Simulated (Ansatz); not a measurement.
Consider the ligand exchange at a B–N bond: `CN(C)B(F)F` + HCl → `FB(F)Cl` + `CNC`.

Gas-phase electronic energies from Ansatz, PBE0-D4/def2-TZVP geometries. CBS: MP2 limit from def2 TZ/QZ plus the TZ coupled-cluster correction, frozen cores. This one scheme is used for every species. DFT in def2-TZVPP. One conformer a species, not always the lowest.

(1) Is it downhill or uphill in electronic energy at CCSD(T)/CBS, and by how much? (An estimate is asked.)

(2) What do these levels give: LDA (SPW92), r2SCAN0-D4, CAM-B3LYP-D4, PBE, PBE0, LC-ωPBE, HF/def2-SVP, CCSD(T)/def2-SVP, CCSD(T)/def2-TZVPP, SCS-MP2/def2-QZVPP, HF/CBS(def2), CCSD/CBS(def2)? (Best estimate.)

(3) What do rigid-rotor, harmonic-oscillator terms from PBE0-D4/def2-TZVP frequencies (298.15 K, 1 bar) make of the CCSD(T)/CBS value? (An estimate is asked.)

Largest T1 diagnostic among the species: 0.012.

Results:

(1) Ansatz gave: Uphill: ΔE = +51.3 kJ/mol.

(2) The calculation gave: LDA (SPW92) 57.7, r2SCAN0-D4 48.8, CAM-B3LYP-D4 54.6, PBE 40.8, PBE0 44.4, LC-ωPBE 47.9, HF/def2-SVP 50.3, CCSD(T)/def2-SVP 51.0, CCSD(T)/def2-TZVPP 51.0, SCS-MP2/def2-QZVPP 48.8, HF/CBS(def2) 45.9, CCSD/CBS(def2) 52.0 kJ/mol.

(3) The calculation gave: ΔZPE = +8.2 kJ/mol, ΔH = +56.8 kJ/mol, ΔS = 27 J/(mol·K), ΔG = +48.6 kJ/mol.

The D4 term adds +5.2 kJ/mol with B3LYP and +3.1 kJ/mol with PBE0; it sums over pairs of atoms, weighted by their polarisabilities, and B3LYP, whose exchange is more repulsive, gets the larger term. Leaving LDA and LC-ωPBE aside and taking each functional with its dispersion term where it has one, the values, not all of them listed here, spread over 12.3 kJ/mol, from revPBE-D4 to CAM-B3LYP-D4. LDA lies +16.9 kJ/mol from PBE without D4.

B3LYP here is the variant with VWN-RPA as its local correlation; programs differ in this.
